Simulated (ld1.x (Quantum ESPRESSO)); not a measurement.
Be (Z = 4): excitation energies, all-electron against ultrasoft

Be (Z = 4), ultrasoft, made with ld1.x (Quantum ESPRESSO) 7.5 (PBE, non-relativistic). Core [He], reference 2s0.5 2p0 (charge +1.5). Waves: 2s (bound): rcut 1.30, rcutus 1.70 bohr; 2s channel at -0.5 Ry: rcut 1.30, rcutus 1.70 bohr; 2p (bound, empty): rcut 3.30, rcutus 4.50 bohr; 2p channel at 1.25 Ry: rcut 3.30, rcutus 4.50 bohr. Local part: all-electron potential smoothed inside 1.55 bohr (lloc = -2). Core correction: none. Augmentation charge: built from norm-conserving waves at rcut, not smoothed further.

Energies are relative to the spin-unpolarised reference configuration 2s0.5 2p0; without spin polarisation the order of configurations can differ from experiment.

```tsv
valence configuration	charge	ΔE all-electron (eV)	error AE − PS (meV)
2s2 2p0	0	-17.479	+71
2s0 2p2	0	-10.232	-375
2s1 2p1	0	-13.869	-195
2s0 2p1	+1	-4.023	+80
```

Problem. What are ΔE and the potential's error for 2s1 2p0?

Solution. ΔE = -7.930 eV all-electron; the error (AE − PS) is +23 meV.

Problem. What are ΔE and the potential's error for 2s1.5 2p0?

Solution. ΔE = -13.719 eV all-electron; the error (AE − PS) is +52 meV.

Levels in the configuration 2s1 2p1:

| level | all-electron (eV) | pseudo (eV) |
| --- | --- | --- |
| 2s | -6.163 | -5.786 |
| 2p | -2.535 | -1.942 |

Note: ghost state, extra bound levels that the all-electron valence spectrum of the same l lacks: p at -71.8 eV. A true bound ghost makes a file unfit for plane-wave use.
